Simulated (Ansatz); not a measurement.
C3H4Si, SMILES `C#C[C][SiH3]` (excited singlet) (charge 0, multiplicity 1). This singlet is an excited state, 0.64 eV above the relaxed triplet at the level B3LYP/cc-pVTZ // PBE0-D3(BJ)/def2-TZVP (Ansatz, a quantum-chemistry and plane-wave program).

All values below come from frozen-core CCSD(T)/cc-pVDZ // PBE0-D3(BJ)/def2-TZVP run with Ansatz.

Ansatz 0.2 input:
```yaml
crystal:
  periodic: [false, false, false]
  atoms:
    - { symbol: C, position_ang: [2.620008, -0.926969, 0.217856] }
    - { symbol: C, position_ang: [1.39669, -0.422571, 0.151912] }
    - { symbol: C, position_ang: [0.191828, -0.094489, 0.13764] }
    - { symbol: Si, position_ang: [-1.566325, 0.342058, 0.063991] }
    - { symbol: H, position_ang: [3.447283, -0.252856, -0.021685] }
    - { symbol: H, position_ang: [-1.776084, 1.769449, 0.41013] }
    - { symbol: H, position_ang: [-2.384497, -0.510116, 0.961241] }
    - { symbol: H, position_ang: [-1.928902, 0.095499, -1.355301] }
basis:
  gaussian: { orbitals: cc-pVDZ }
correlation:
  method: ccsd_t
```

Output:

```
Functional definition: HF
754 factors; integrals over basis functions are off by at most 1.2e-3 eV
mean field evaluation 1: about -11010.0109 eV, gradient 2.1e1 eV
mean field evaluation 2: about -11010.1617 eV, gradient 2.1e1 eV
mean field evaluation 4: about -11012.2493 eV, gradient 3.8e0 eV
mean field evaluation 8: about -11012.3169 eV, gradient 1.8e-1 eV
mean field evaluation 16: about -11011.8523 eV, gradient 7.8e0 eV
mean field evaluation 32: about -11009.7016 eV, gradient 2.4e-2 eV
mean field -11012.31708088 eV, -404.6951883057 hartree, gradient 1.9e-6 eV, S^2 0.000000; 1 other end points of the search recorded, 0 dependent functions left out; unrestricted orbitals would lower it
mean field evaluation 64: about -11012.8438 eV, gradient 2.1e-1 eV
determinant -11012.31708088 eV, -404.6951883057 hartree, with singles and doubles -11025.89695098 eV, -405.1942393273 hartree
determinant -11009.70156514 eV, -404.5990698752 hartree, with singles and doubles -11023.73429333 eV, -405.1147631244 hartree
8 core orbitals not correlated
reference -11012.31708088 eV, -404.6951883057 hartree; 10, 10 occupied and 62, 62 virtual orbitals, 754 factors
second order -12.26830820 eV of doubles, -0.00000000 eV of singles
cycle   1  -13.58121000 eV  change   -1.3e-3 eV  update   2.0e-3
cycle   2  -13.58128796 eV  change   -7.8e-5 eV  update   1.5e-3
cycle   3  -13.58123325 eV  change    5.5e-5 eV  update   8.5e-4
cycle   4  -13.58149185 eV  change   -2.6e-4 eV  update   2.6e-4
cycle   5  -13.58198240 eV  change   -4.9e-4 eV  update   9.3e-5
cycle   6  -13.58220326 eV  change   -2.2e-4 eV  update   3.4e-5
cycle   7  -13.58219682 eV  change    6.4e-6 eV  update   1.9e-5
perturbative correction -0.61531530 eV, -0.0226124200 hartree
Total energy: -11026.51459300 eV, -405.2169372527 hartree
```
